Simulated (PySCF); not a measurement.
Species: sum formula H₅GeO₄, net charge 1, singlet state. It need not be the lowest isomer of its formula. SMILES: [OH][Ge]([OH])([OH])[OH2+]
Structure (B3LYP-D3(BJ)/def2-TZVP (Ansatz) minimum search):
```xyz
10

O      0.0460     1.3164    -1.2124
Ge     0.0050    -0.1347     0.1221
O     -1.1673     0.4788     1.2301
O     -0.4855    -1.3014    -1.0582
O      1.6179    -0.1317     0.7293
H      0.0104     2.2544    -0.9632
H     -0.8763     0.5703     2.1491
H     -1.2292    -1.8748    -0.8255
H      2.2590    -0.7001     0.2791
H     -0.4115     1.1640    -2.0565
```
Charge +1, spin multiplicity 1.

Dispersion corrections to the total energy (kcal/mol) from the dftd3 and dftd4 libraries through PySCF: D3(BJ) without and D4 with the three-body term, each with the damping fitted for the functional named.

```csv
functional,D3(BJ),D4
HF,-30.66,-13.53
r2SCAN,…,-0.94
revPBE,-9.42,…
PW6B95,-2.07,-3.50
HSE06,-2.63,-3.04
PBE,…,-3.89
B2PLYP,-3.27,-2.70
```

Q: Complete the blanks.

A: 
- r2SCAN, D3(BJ): -1.09
- revPBE, D4: -11.57
- PBE, D3(BJ): -3.85
